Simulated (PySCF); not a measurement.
**TDDFT excited states: C6H13N**

Compound: C6H13N.
Atom-mapped SMILES: `[CH2:1]=[CH:2][C@@H:3]([CH3:4])[CH2:5][CH2:6][NH2:7]` (hydrogens: H8, H9 on C1; H10 on C2; H11 on C3; H12, H13, H14 on C4; H15, H16 on C5; H17, H18 on C6; H19, H20 on N7)

Computed with TDDFT wB97X-D/def2-SVPD, vertical, gas phase, core orbitals frozen in the response (PySCF). Isolated species at its GFN2-xTB geometry (one conformer only). Torsions of this conformer, `[CH2:1]=[CH:2][C@@H:3]([CH3:4])[CH2:5][CH2:6][NH2:7]`: C1–C2–C3–C4 115°, C2–C3–C5–C6 62°, C3–C5–C6–N7 -177°, H–N7–C6–C5 -63°, H–N7–C6–C5 178°.

**Question.** What does the calculation give for the low-lying excited states?

**Answer.** 

| state | λ (nm) | E (eV) | f | \|μ\| (D) | main configurations (H = HOMO, L = LUMO) |
| --- | --- | --- | --- | --- | --- |
| S1 | 188.8 | 6.57 | 0.014 | 0.74 | H→L+1 (48%), H→L+3 (22%), H→L+2 (20%) |
| S2 | 165.4 | 7.50 | 0.388 | 3.69 | H-1→L (93%) |
| S3 | 163.8 | 7.57 | 0.011 | 0.61 | H→L (59%), H→L+2 (17%), H→L+5 (8%) |
| S4 | 161.6 | 7.67 | 0.086 | 1.72 | H-1→L+1 (47%), H-1→L+3 (33%), H-1→L+4 (10%) |
| S5 | 157.8 | 7.86 | 0.013 | 0.67 | H→L (29%), H→L+5 (20%), H→L+4 (16%) |
| S6 | 155.8 | 7.96 | 0.056 | 1.36 | H→L+6 (24%), H→L+3 (21%), H→L+1 (19%) |
| S7 | 155.0 | 8.00 | 0.0099 | 0.57 | H-2→L (35%), H-1→L+4 (22%), H-1→L+2 (13%) |
| S8 | 153.8 | 8.06 | 0.0024 | 0.28 | H-2→L (44%), H-1→L+4 (23%), H-1→L+2 (14%) |

Triplets (Tamm–Dancoff): T1 4.65 eV, H-1→L (90%); T2 6.37 eV, H→L+1 (44%), H→L+3 (23%), H→L+2 (20%); T3 7.50 eV, H→L (40%), H→L+2 (16%), H→L+5 (14%).

The lowest singlet comes at 189 nm (633 kJ/mol) in the vacuum ultraviolet; it is weak; its leading configuration is HOMO→LUMO+1 (48%). The strongest level in the table is S2 at 7.50 eV (165 nm, f = 0.388). Löwdin shares by element: HOMO nitrogen 63%, carbon 14% or more, hydrogen 13% or more; LUMO carbon 66% or more, hydrogen 13% or more (atoms not listed hold the other 22%). The oscillator strengths of these states sum to 0.579; summed over the whole spectrum of an exact calculation they would give the number of electrons, 56 (Thomas–Reiche–Kuhn). Orbital energies (eV): HOMO-3 -11.24, HOMO-2 -11.01, HOMO-1 -9.29, HOMO -8.76, LUMO 2.20, LUMO+1 2.52, LUMO+2 2.84. The listed states span 1.50 eV, and the widest gap between neighbours is 0.93 eV (S1 to S2). Singlets were solved by full linear response, triplets in the Tamm–Dancoff approximation.

The run took 70 s of wall time (with the writing of density and orbital grids) on an Intel Xeon Platinum 8375C at 2.90 GHz with one thread, no GPU, shared host with 128 logical CPUs at a one-minute load of 52, and the process peaked at 1.1 GiB of memory.
